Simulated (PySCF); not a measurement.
A structure optimised at PBE-D3(BJ)/def2-TZVP, used in a PySCF frequency run:

```xyz
3

Al     0.0000     0.0000     0.0000
Br     0.0000     0.0000    -2.1649
Br     0.0000     0.0000     2.1649
```
Charge +1, spin multiplicity 1.

### Question
Write its SMILES, formula and point group.

### Answer
[Br][Al+][Br], AlBr2, D∞h

### Question
What are its rotational constants (standard atomic weights)?

### Answer
0.67474 GHz (linear rotor, B only)
